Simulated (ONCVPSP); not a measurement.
# Xe (Z = 54): one change to an ONCV potential, before and after

Xe, optimised norm-conserving Vanderbilt (ONCV), made with ONCVPSP 4.0.1 (LDA (Perdew-Wang 92), scalar-relativistic). Core [Kr], reference 4d10 5s2 5p6. Waves: 5s: rc 1.40 bohr, ncon 4, nbas 9, qcut 3.7 1/bohr, 2 projectors, debl 2.8 Ha; 5p: rc 1.95 bohr, ncon 4, nbas 8, qcut 4.4 1/bohr, 3 projectors, debl 0.4 Ha; 4d: rc 1.00 bohr, ncon 5, nbas 9, qcut 13 1/bohr, 2 projectors, debl 2.9 Ha. Local part: polynomial inside 0.95 bohr (lpopt 5, dvloc0 4 Ha). Core correction: Teter function, fcfact 4, rcfact 1.55.

All-electron outer shells of the reference configuration (LDA (PZ), scalar-relativistic, ld1.x):

```
shell  level (eV)  outermost node (bohr)  outermost maximum (bohr)
   4s     -196.99                   0.36                      0.66
   4p     -141.02                   0.36                      0.69
   4d      -59.45                   0.34                      0.75
   5s      -19.98                   0.85                      1.63
   5p       -8.39                   0.92                      1.91
```

Change: core correction polynomial model core, fcfact 0.4.

Cutoffs: the cutoffs (Ha) at which the residual kinetic energy of the hardest occupied pseudo-wave falls to 1 and 0.1 mHa per electron; they do not see the model core or the augmentation charge, which bear on the density cutoff. Errors are all-electron minus pseudo energies relative to the spin-unpolarised reference configuration.

**Question.** Predict the effect on cutoff, ghosts and configuration errors.

**Answer.** The potential gets neither clearly harder nor softer (62 Ha and 121 Ha → 62 Ha and 121 Ha); both files keep a bound ghost (p, s); of the 4 tests that both files solve, the error grows in 2 and shrinks in 0 by more than 15 % and 0.3 meV (median size 3.7 → 5.5 meV). A model core, the more so a compact one, raises the density cutoff, which this test does not measure.

| quantity | base | changed |
| --- | --- | --- |
| cutoff, loose | 62 Ha | 62 Ha |
| cutoff, tight | 121 Ha | 121 Ha |
| bound ghosts | s, p | s, p |
| GHOST(+) flags under 300 eV | p at 32.5 eV, s at 206.1 eV | p at 32.5 eV, s at 206.1 eV |
| error for 4d10 5s2 5p5, meV [ΔE 12.70 eV] | -3.3 | -3.5 |
| error for 4d10 5s2 5p4, meV [ΔE 34.64 eV] | -6.0 | -7.4 |
| error for 4d10 5s2 5p3, meV [ΔE 66.60 eV] | -4.1 | -8.7 |
| error for 4d10 5s2 5p5.5, meV [ΔE 5.25 eV] | -1.5 | -1.6 |
| s: phases at 1.42 bohr within 0.05 rad from the reference energy up to (Ha; the scan ends near 5) | to the end of the scan | to the end of the scan |
| p: phases at 1.98 bohr within 0.05 rad from the reference energy up to (Ha; the scan ends near 5) | 4.5 | 4.5 |
| d: phases at 1.02 bohr within 0.05 rad from the reference energy up to (Ha; the scan ends near 5) | to the end of the scan | to the end of the scan |
| rms error of d²Exc/dni dnj with the model core, mHa | 0.47 | 0.93 |

 A true bound ghost makes a file unfit for plane-wave use even where its test errors are small: the radial tests pick states by their node count and pass the ghost by.
